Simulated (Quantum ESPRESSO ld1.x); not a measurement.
All-electron atom: Nd2+ in [Xe] 4f2 5d1 6s0.5 6p0.5 (fractional occupations, a model configuration). All-electron calculation, scalar-relativistic Kohn-Sham, revPBE, spin-unpolarised, spherical densities, point nucleus. Program: ld1.x of Quantum ESPRESSO 7.5.

Unscreened Slater integrals over Kohn-Sham orbitals (hartree).

F0(6p,6p): 0.21992
F2(6p,6p): 0.12133
F0(6p,6s): 0.23787
G1(6p,6s): 0.15169
F0(6p,5d): 0.26274
F2(6p,5d): 0.097012
G1(6p,5d): 0.046887
G3(6p,5d): 0.038576
F0(6p,4f): 0.28798
F2(6p,4f): 0.041480
G2(6p,4f): 0.010829
G4(6p,4f): 0.0099380
F0(6s,6s): 0.26391
F0(6s,5d): 0.30408
G2(6s,5d): 0.079018
F0(6s,4f): 0.34173
G3(6s,4f): 0.014749
F0(5d,5d): 0.40187
F2(5d,5d): 0.21114
F4(5d,5d): 0.14049
F0(5d,4f): 0.50785
F2(5d,4f): 0.13950
F4(5d,4f): 0.070281
G1(5d,4f): 0.065867
G3(5d,4f): 0.054482
G5(5d,4f): 0.041859
F0(4f,4f): 1.0102
F2(4f,4f): 0.48133
F4(4f,4f): 0.30219
F6(4f,4f): 0.21745

Derived for the open shells (J is the average intra-shell exchange parameter used in DFT+U). 4f: F4/F2 = 0.628, F6/F2 = 0.452, J = (286 F2 + 195 F4 + 250 F6)/6435 = 0.03900 hartree. 5d: Racah B = F2/49 - 5 F4/441 = 0.002716 hartree, C = 35 F4/441 = 0.01115 hartree, C/B = 4.11, F4/F2 = 0.665, J = (F2 + F4)/14 = 0.02512 hartree. 6p: J = F2/5 = 0.02427 hartree.
